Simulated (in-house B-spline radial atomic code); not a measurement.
Checks on a self-consistent run for the copper ion Cu⁵⁺, [Ar] 3d5 6s1. Level of theory: Dirac-Hartree-Fock, average of configuration, Fermi nucleus of rms radius 3.8823 fm; calculated with a radial B-spline atomic code at the basis-set limit.

```csv
orbital,q,ε (Eh),<1/r>,<r²>,small-component weight
1s1/2,2,-337.24009,29.1601,0.00365333,0.010946
2s1/2,2,-46.38191,6.39293,0.0645084,0.0020925
2p1/2,2,-41.01512,6.31538,0.0509705,0.0020571
2p3/2,4,-40.25290,6.17752,0.05247,0.0020235
3s1/2,2,-9.45524,2.07866,0.532932,0.00049006
3p1/2,2,-7.64109,1.96465,0.565619,0.00044885
3p3/2,4,-7.52864,1.93513,0.577922,0.00044161
3d3/2,2,-4.80542,1.71762,0.636202,0.00035965
3d5/2,3,-4.79022,1.71054,0.640564,0.00035772
6s1/2,1,-0.82950,0.252346,33.2134,2.7142e-05
```

Electron-electron repulsion V_ee = 543.7081 hartree.

Question: What total energy follows from the eigenvalues?

Answer: The eigenvalues count the repulsion twice, so E = Σqε - V_ee = -1099.404 - 543.708 = -1643.112 hartree; the run printed -1643.112.

Question: Does the Dirac virial theorem hold?

Answer: For a point nucleus E = -2c²Σq·w, with w the small-component weight. Here Σq·w = 0.043749 and c = 137.0360, so the ratio E/(-2c²Σq·w) is 1.000009; the finite nucleus accounts for the departure from 1.

Question: What diamagnetic shielding (Lamb formula) and susceptibility (Langevin formula) do the radii give?

Answer: σ = (α²/3)Σq<1/r> = 133.093/(3·137.036²) = 2362.5 ppm, and χ = -0.79199×10⁻⁶·Σq<r²> = -32.76×10⁻⁶ cm³/mol with Σq<r²> = 41.364 bohr². Both are non-relativistic formulas without the paramagnetism of open shells.
